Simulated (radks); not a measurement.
Q: The mean radii <r> (bohr) of the occupied orbitals of an atom or ion are listed with their occupations. Calculated with a radial shooting solver on a logarithmic mesh with Libxc functionals: Dirac Kohn-Sham, LB94 model potential, spin-unpolarised, spherical densities, finite nucleus; Fermi nuclear charge, rms radius of each element as measured or else 0.836 A^(1/3) + 0.57 fm.

| orbital | occ. | <r> |
|---|---|---|
| 1s1/2 | 2 | 0.02406 |
| 2s1/2 | 2 | 0.1022 |
| 2p1/2 | 2 | 0.08560 |
| 2p3/2 | 4 | 0.09188 |
| 3s1/2 | 2 | 0.2679 |
| 3p1/2 | 2 | 0.2568 |
| 3p3/2 | 4 | 0.2684 |
| 3d3/2 | 4 | 0.2381 |
| 3d5/2 | 6 | 0.2418 |
| 4s1/2 | 1 | 0.5417 |

Name the element and its charge. Open shells, if any, fill j = l - 1/2 first.

A: Z = 59, praseodymium, charge +30: Pr30+ in [Ar] 3d10 4s1. The 1s radius gives Z: for a bare nucleus <r> = (2 gamma + 1)/(2Z) with gamma = sqrt(1 - (Z/c)^2), 0.02377 bohr for Z = 59, and screening makes it slightly larger (0.02406 here). The occupations add up to 29, and the charge is Z minus that.
